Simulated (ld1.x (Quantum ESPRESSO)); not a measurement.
Cr: excitation energies, all-electron against TM

* Element: chromium (Cr)
* Generator: ld1.x (Quantum ESPRESSO) 7.5
* Type: norm-conserving Troullier–Martins (Kleinman–Bylander form)
* Functional: PBEsol
* Relativity: fully relativistic
* Frozen core: [Ar]
* Valence charge: 6
* Reference configuration: 3d5 4s0 4p0 (charge +1)
* Partial waves: 4s (bound, empty): rc 1.85 bohr; 4p (bound, empty): rc 2.30 bohr; 3d (bound): rc 1.85 bohr
* Local potential: the d channel
* Core correction: none

Open shells are filled in proportion to 2j + 1 (rel_dist='average').

Energies are relative to the spin-unpolarised reference configuration 3d5 4s0 4p0; without spin polarisation the order of configurations can differ from experiment. Not all tests gave a result: 1 of 7 tests not solved or not reliable. Left out of the table: 3d5.5 4s0.5 4p0 (pseudo-atom not self-consistent, printed error -169 eV). The d channel is local and has no spin–orbit splitting in the pseudo-atom.

Problem. Give the all-electron excitation energy and the error of the potential for: 3d5 4s1 4p0; 3d4 4s0 4p0; 3d3 4s0 4p0; 3d4 4s2 4p0; 3d6 4s0 4p0; 3d4 4s1 4p1.

Solution.

```
valence configuration  charge  ΔE all-electron (eV)  error AE − PS (meV)
          3d5 4s1 4p0       0                -6.873                  +25
          3d4 4s0 4p0      +2                16.014                  -73
          3d3 4s0 4p0      +3                46.719                 -412
          3d4 4s2 4p0       0                -6.966                  -48
          3d6 4s0 4p0       0                -5.146                 -0.7
          3d4 4s1 4p1       0                -3.337                  -90
```

Levels in the configuration 3d6 4s0 4p0:

```tsv
level	all-electron (eV)	pseudo (eV)
3d j=3/2	-1.358	-1.332
3d j=5/2	-1.290	-1.332
```

ld1.x printed “convergence not achieved” for 3 of the counted tests; their residual had stalled under 1e-8, short of the target of 1e-14.

Note: ghost states, extra bound levels that the all-electron valence spectrum of the same l lacks: s at -98.1 eV, p3/2 at -37.5 eV, p1/2 at -37.0 eV. A true bound ghost makes a file unfit for plane-wave use.
